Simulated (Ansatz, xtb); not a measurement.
# C4H7N3: which of two isomers lies lower

Structure a is `Cc1nccn1N`, a singlet and structure b is `Cc1cn(N)cn1`, a singlet. Both are isolated molecules in the gas phase, relaxed with PBE0-D3(BJ)/def2-SVP; the shapes shown needn't be the lowest conformers.

a (Å):

```csv
atom,x (Å),y (Å),z (Å)
C,-0.9217,-2.4355,0.9841
C,-0.6937,-1.2792,1.8883
C,-0.9424,0.3874,3.2133
C,0.4125,0.2465,3.0552
N,-1.6128,-0.5605,2.4875
N,0.5599,-0.8233,2.2051
N,1.7773,-1.3129,1.7765
H,-0.4751,-3.3655,1.3739
H,-0.5091,-2.2657,-0.0243
H,-2.0038,-2.5868,0.8916
H,-1.4713,1.1258,3.8145
H,1.2771,0.7769,3.4441
H,1.8773,-2.2871,2.0565
H,1.8328,-1.2637,0.7607
```

b (Å):

```tsv
atom	x (Å)	y (Å)	z (Å)
C	-1.6549	-2.1144	0.5201
C	-0.8033	-1.3214	1.4495
C	0.4148	-1.6560	1.9963
C	-0.2258	0.3379	2.6765
N	0.7711	-0.5796	2.7813
N	1.9058	-0.4093	3.5473
N	-1.1827	-0.0766	1.8864
H	-2.6469	-2.2976	0.9613
H	-1.1960	-3.0843	0.2830
H	-1.8179	-1.5676	-0.4217
H	1.0472	-2.5362	1.9041
H	2.7329	-0.4603	2.9547
H	1.9643	-1.1482	4.2462
H	-0.1737	1.2857	3.2122
```

Quicker runs give these differences E(b) − E(a): GFN2-xTB +5.31 kJ/mol; HF/STO-3G +7.79 kJ/mol (at GFN2-xTB geometries); r2SCAN-D4/def2-SVP +5.64 kJ/mol (at GFN2-xTB geometries).

Problem. Estimate E(b) − E(a) at the level CCSD(T)/def2-SVP + ΔMP2/def2-TZVPP.

Solution. CCSD(T)/def2-SVP + ΔMP2/def2-TZVPP gives E(b) − E(a) = +3.58 kJ/mol, slightly favouring structure a, which is too small a margin to settle the true order.

The same difference at several levels:

```json
{"level": "GFN2-xTB", "geometry": "GFN2-xTB", "E(b) − E(a) (kJ/mol)": "+5.31", "departure from the last row (kJ/mol)": "+1.73", "job, with rough time for the two": "optimisation, 0.096 s"}
{"level": "HF/STO-3G", "geometry": "GFN2-xTB", "E(b) − E(a) (kJ/mol)": "+7.79", "departure from the last row (kJ/mol)": "+4.21", "job, with rough time for the two": "single point, 0.46 s"}
{"level": "r2SCAN-D4/def2-SVP", "geometry": "GFN2-xTB", "E(b) − E(a) (kJ/mol)": "+5.64", "departure from the last row (kJ/mol)": "+2.05", "job, with rough time for the two": "single point, 5.6 s"}
{"level": "PBE0-D3(BJ)/def2-SVP", "geometry": "PBE0-D3(BJ)/def2-SVP", "E(b) − E(a) (kJ/mol)": "+5.26", "departure from the last row (kJ/mol)": "+1.68", "job, with rough time for the two": "optimisation, 36 s"}
{"level": "HF/def2-SVP", "geometry": "PBE0-D3(BJ)/def2-SVP", "E(b) − E(a) (kJ/mol)": "+2.20", "departure from the last row (kJ/mol)": "−1.38", "job, with rough time for the two": "part of the CCSD(T) run"}
{"level": "MP2/def2-SVP", "geometry": "PBE0-D3(BJ)/def2-SVP", "E(b) − E(a) (kJ/mol)": "+3.93", "departure from the last row (kJ/mol)": "+0.35", "job, with rough time for the two": "part of the CCSD(T) run"}
{"level": "CCSD(T)/def2-SVP", "geometry": "PBE0-D3(BJ)/def2-SVP", "E(b) − E(a) (kJ/mol)": "+3.38", "departure from the last row (kJ/mol)": "−0.20", "job, with rough time for the two": "single point"}
{"level": "CCSD(T)/def2-SVP + ΔMP2/def2-TZVPP", "geometry": "PBE0-D3(BJ)/def2-SVP", "E(b) − E(a) (kJ/mol)": "+3.58", "departure from the last row (kJ/mol)": "", "job, with rough time for the two": "single point, 1.7 min"}
```

As drawn, both hold the same kinds of bond in the same numbers.

The largest departure from CCSD(T)/def2-SVP + ΔMP2/def2-TZVPP is that of HF/STO-3G, 4.21 kJ/mol. The last row adds to CCSD(T) the change of the MP2 difference between the two basis sets, here +0.20 kJ/mol.

With thermal terms from frequencies at re-optimised GFN2-xTB minima (ideal gas, soft modes damped towards free rotors, one conformer each, 298.15 K, 1 atm): on the last row, ΔE + ΔZPE = +3.22, ΔH = +3.62, ΔG = +2.07 kJ/mol.

The correlated steps freeze 7 core orbitals. Programs: Ansatz 0.2.0, xtb 6.7.1; the last row on 2 threads of Arm Neoverse V2 on a shared host.
